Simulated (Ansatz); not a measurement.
Computed with Ansatz (a first-principles code) with frozen-core CCSD(T)/cc-pVDZ // PBE0-D4/def2-SVP.

Ansatz 0.2 input:
```yaml
crystal:
  periodic: [false, false, false]
  atoms:
    - { symbol: S, position_ang: [-1.15024, 1.839312, 0.462817] }
    - { symbol: Ge, position_ang: [0.000296, 0.000092, -0.000229] }
    - { symbol: S, position_ang: [-1.450184, -1.440814, -0.860861] }
    - { symbol: S, position_ang: [0.940075, -1.023223, 1.729092] }
    - { symbol: S, position_ang: [1.661083, 0.624714, -1.331614] }
    - { symbol: H, position_ang: [-0.041813, 2.571132, 0.718956] }
    - { symbol: H, position_ang: [-2.009507, -0.519546, -1.678422] }
    - { symbol: H, position_ang: [-0.239141, -1.481482, 2.208163] }
    - { symbol: H, position_ang: [2.289432, -0.570185, -1.247902] }
basis:
  gaussian: { orbitals: cc-pVDZ }
correlation:
  method: ccsd_t
```

Output:

```
Functional definition: HF
1281 factors; integrals over basis functions are off by at most 5.9e-4 eV
mean field evaluation 1: about -99806.6488 eV, gradient 2.3e1 eV
mean field evaluation 2: about -99806.6874 eV, gradient 2.3e1 eV
mean field evaluation 4: about -99808.8676 eV, gradient 3.1e0 eV
mean field evaluation 8: about -99808.9216 eV, gradient 1.4e-4 eV
mean field evaluation 16: about -99808.8734 eV, gradient 1.6e-1 eV
mean field -99808.92159872 eV, -3667.9102158359 hartree, gradient 4.5e-6 eV, S^2 0.000000; 0 other end points of the search recorded, 0 dependent functions left out
29 core orbitals not correlated
reference -99808.92159872 eV, -3667.9102158359 hartree; 21, 21 occupied and 69, 69 virtual orbitals, 1281 factors
second order -17.52149323 eV of doubles, -0.00000000 eV of singles
cycle   1  -18.71225630 eV  change    -1.2e0 eV  update   1.0e-1
cycle   2  -19.21791036 eV  change   -5.1e-1 eV  update   3.0e-2
cycle   3  -19.29461933 eV  change   -7.7e-2 eV  update   1.2e-2
cycle   4  -19.29269100 eV  change    1.9e-3 eV  update   2.7e-3
cycle   5  -19.29195542 eV  change    7.4e-4 eV  update   1.0e-3
cycle   6  -19.29143503 eV  change    5.2e-4 eV  update   3.4e-4
cycle   7  -19.29134311 eV  change    9.2e-5 eV  update   1.1e-4
cycle   8  -19.29138259 eV  change   -3.9e-5 eV  update   3.2e-5
perturbative correction -0.61152282 eV, -0.0224730490 hartree
Total energy: -99828.82450412 eV, -3668.6416341188 hartree
```

Cost: very roughly 30 core-seconds.
